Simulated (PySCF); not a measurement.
**Potential energy of GaH along the bond**

Set-up: basis Ga x2c-TZVPPall, H x2c-TZVPPall; spin-free X2C with a Gaussian nucleus; PySCF 2.14. Energies in eV from Ga + H in their ground configurations at the same level. State: ¹Σ⁺ (singlet), closed shell.

All columns are PW91. A positive dipole means Ga(−)H(+).

```tsv
R (Å)	E (eV)	μ (D)	Mulliken charge on Ga (basis-dependent)	HOMO (eV)	LUMO (eV)	Mayer bond order	⟨S²⟩
1.444	-2.544	0.39	0.05	-4.86	-2.44	0.93	0.00
1.511	-2.736	0.12	0.08	-4.92	-2.45	0.93	0.00
1.578	-2.850	-0.16	0.10	-4.97	-2.46	0.93	0.00
1.629	-2.895	-0.37	0.12	-5.00	-2.47	0.93	0.00
1.679	-2.913	-0.58	0.14	-5.03	-2.49	0.93	0.00
1.729	-2.908	-0.78	0.16	-5.04	-2.50	0.93	0.00
1.796	-2.873	-1.06	0.18	-5.05	-2.53	0.92	0.00
1.881	-2.794	-1.41	0.21	-5.04	-2.57	0.92	0.00
1.981	-2.665	-1.81	0.23	-5.01	-2.62	0.92	0.00
2.115	-2.454	-2.32	0.25	-4.93	-2.70	0.92	0.00
```

A fit through these points gives, at Re = 1.692 Å, μ = -0.63 D and dμ/dR = -4.16 D/Å; the reduced mass is 0.9933 u.

Question: How strong is the fundamental in the double-harmonic approximation, I = 42.26·(dμ/dR)²/μred km/mol?

Answer: I = 42.26·(-4.16)²/0.9933 = 736 km/mol at PW91.
